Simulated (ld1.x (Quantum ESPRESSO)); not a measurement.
Mo (Z = 42), PAW: configuration errors across variants

* Element: molybdenum
* Generator: ld1.x (Quantum ESPRESSO) 7.5
* Type: PAW
* Functional: revPBE
* Relativity: scalar-relativistic
* Frozen core: [Ar] 3d10
* Valence charge: 14
* Reference configuration: 4s2 4p6 4d5.5 5s0.5 5p0
* Partial waves: 4s (bound): rcut 1.75, rcutus 1.95 bohr; 5s (bound): rcut 1.75, rcutus 1.95 bohr; 4p (bound): rcut 1.65, rcutus 2.05 bohr; 5p (bound, empty): rcut 1.65, rcutus 2.05 bohr; 4d (bound): rcut 1.90, rcutus 2.35 bohr; 4d channel at 2.45 Ry: rcut 1.90, rcutus 2.35 bohr
* Local potential: all-electron potential smoothed inside 2.25 bohr (lloc = -2)
* Core correction: a·sin(br)/r model core, default radius (core density twice the valence density)
* Augmentation charge: PSQ, inside the norm-conserving radii

All-electron excitation energies from the reference (eV): (1) 4s2 4p6 4d5 5s1 5p0 -0.264; (2) 4s2 4p6 4d5 5s0 5p0 6.509; (3) 4s2 4p6 4d4 5s0 5p0 21.885; (4) 4s2 4p6 4d4 5s1 5p0 7.743; (5) 4s1 4p6 4d5 5s1 5p0 69.874; (6) 4s2 4p6 4d3 5s0 5p0 48.553; (7) 4s2 4p6 4d5 5s0.5 5p0 2.412.

The default core radius of the base comes out at 0.72 bohr.

The overlap operator is not positive definite (basis up to 400 Ry) in “local potential all-electron potential smoothed inside 0.98 bohr (lloc = -2)”. Such files are unfit for use, however small their errors in these radial tests.

Errors AE − PS in meV (a dash: test not solved or not reliable):

```csv
change,(1),(2),(3),(4),(5),(6),(7),bound ghosts
base,+1.2,-1.3,-2.5,+2.4,-25,-3.0,+0.2,none
core correction a·sin(br)/r model core inside 0.80 bohr,+1.2,-1.3,-2.5,+2.2,-25,-3.1,+0.2,none
"wave 4d channel at 2.45 Ry: rcut 1.90, rcutus 2.35 bohr becomes 4d channel at 2.13 Ry: rcut 1.90, rcutus 2.35 bohr",+1.3,-0.4,+1.3,+4.1,–,–,–,none
"waves 4s (bound): rcut 1.75, rcutus 1.90 bohr; 5s (bound): rcut 1.75, rcutus 1.90 bohr",+1.1,-1.3,-2.5,+2.1,-25,-3.0,+0.2,none
"waves 4p (bound): rcut 1.65, rcutus 1.84 bohr; 5p (bound): rcut 1.65, rcutus 1.84 bohr",+1.2,-1.3,-2.6,+2.3,-22,-2.7,+0.2,none
local potential all-electron potential smoothed inside 0.98 bohr (lloc = -2),+1.9,+0.3,+6.1,+10,+28,+28,+0.8,not determined (overlap not positive)
```

Problem. Give the same row for: augmentation BESSEL, radius 1.15 bohr.

Solution. +1.2, -0.9, -3.3, +3.5, -24, +1.7, +0.1; bound ghosts: none.
